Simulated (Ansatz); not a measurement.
`C[Si](F)(S)Br` and `C[Si](C)(F)Br` differ in one atom or group.

Ansatz, PBE0-D4/def2-TZVP geometries, multiplicity 1. Each molecule was computed in one conformer, which needn't be the lowest.

Scalar relativity is left out up to krypton. Spin–orbit coupling is left out; it splits and shifts lone-pair levels of the heavy atoms by tenths of an eV.

```tsv
property	`C[Si](F)(S)Br`
HOMO–LUMO gap (ωB97M-V/def2-TZVPP) / eV	12.07
LUMO energy (B3LYP/def2-TZVPP) / eV	-0.14
HOMO–LUMO gap (PBE0/def2-TZVPP) / eV	8.11
HOMO energy (B3LYP/def2-TZVPP) / eV	-7.70
HOMO energy (PBE/def2-TZVPP) / eV	-6.68
size of the dipole moment (B3LYP/def2-TZVPP) / D	2.43
```

Q: Give the same properties after the change, and the shifts. (Best estimate.)

A: The calculation gave: 
```
                                        property  `C[Si](C)(F)Br`  shift
         HOMO–LUMO gap (ωB97M-V/def2-TZVPP) / eV            12.80   0.73
             LUMO energy (B3LYP/def2-TZVPP) / eV             0.53   0.67
            HOMO–LUMO gap (PBE0/def2-TZVPP) / eV             9.15   1.04
             HOMO energy (B3LYP/def2-TZVPP) / eV            -8.04  -0.34
               HOMO energy (PBE/def2-TZVPP) / eV            -7.00  -0.32
size of the dipole moment (B3LYP/def2-TZVPP) / D             2.45   0.02
```

With PBE0 the HOMO falls by 0.33 eV and the LUMO rises by 0.73 eV, so the gap widens by about 1.06 eV. PBE moves the HOMO by -0.32 eV and ωB97M-V by -0.33 eV. Dipoles are sizes alone; their direction can turn.

Positive LUMOs are unbound, so they and the gaps depend on the basis.

B3LYP here is the variant with VWN-RPA as its local correlation; programs differ in this.
